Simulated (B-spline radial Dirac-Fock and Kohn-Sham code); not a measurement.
Kohn-Sham estimates against Dirac-Fock for the levels of Os⁵⁴⁺

System: the Os⁵⁴⁺ ion in the configuration [Ar] 3d4.

The density-functional columns are spherical, spin-unpolarised Dirac-Kohn-Sham results without Breit or QED terms: −ε is minus the orbital energy of the initial state and ΔSCF the difference of two total energies. The reference in the last column comes from Dirac-Fock (average of configuration) total-energy differences with a finite nucleus, the Breit interaction including its frequency dependence, and self-energy and vacuum-polarisation corrections. All numbers are from a radial finite-basis atomic code, in eV; a selection of levels is shown. For the 1s level of heavy atoms much of the gap between ΔSCF and the reference is the Breit and QED part, -383.5 eV here; for other levels the error of the functional can be larger.

| level | LDA −ε | LDA ΔSCF | Dirac-Fock |
| --- | --- | --- | --- |
| K (1s) | 77274.3 | 77897.7 | 77525.3 |
| L1 (2s) | 16335.9 | 16484.6 | 16525.7 |
| L2 (2p1/2) | 15824.9 | 16006.2 | 15965.0 |
| L3 (2p3/2) | 14278.3 | 14438.3 | 14431.8 |
| M1 (3s) | 6116.0 | 6178.6 | 6207.8 |
| M2 (3p1/2) | 5909.0 | 5975.5 | 5972.3 |
| M3 (3p3/2) | 5527.7 | 5589.8 | 5593.4 |
| M4,5 (3d) | 5163.3 | 5234.3 | 5230.4 |

Values without a named source are computed, but for edge energies of neutral atoms, which are taken from tables.
